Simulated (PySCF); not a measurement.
## Polarisability and C₆ of C(2+) (carbon, charge +2)

[He] 2s2, closed-shell 1S. Computed with PySCF 2.14 in ANO-RCC-VTZP, with scalar relativity by spin-free X2C-1e. Coupled (time-dependent) response in atomic units; α is the mean over directions. The basis has no added diffuse functions, which lowers α and C₆.

```
 method  mean α (bohr³)  C₆ (like pair)  S(−4)
    UHF           4.481           7.048  22.90
    PBE           4.211           6.485  19.98
   PBE0           4.264           6.596  20.53
wB97M-V           4.259           6.532  20.75
   BP86           4.244           6.568  20.24
```

S(−4) is the Cauchy moment in α(ω) = α(0) + S(−4) ω² + …

α(iu) at wB97M-V:

| u (hartree) | α(iu) (bohr³) |
| --- | --- |
| 0 | 4.259 |
| 0.0500 | 4.208 |
| 0.100 | 4.062 |
| 0.200 | 3.572 |
| 0.300 | 2.988 |
| 0.500 | 2.000 |
| 0.750 | 1.263 |
| 1.00 | 0.8642 |
| 1.50 | 0.4845 |
| 2.00 | 0.3148 |
| 3.00 | 0.1668 |
| 5.00 | 0.07180 |

A single London oscillator, α(iu) = α/(1 + u²/ω²), gives C₆ = (3/4) ω α². Matching the computed C₆ needs ω = 4 × 6.532 / (3 × 4.259²) = 0.480 hartree.

For an ion, C₆ is the dispersion term alone; charge-induced terms of lower order in 1/R come first.
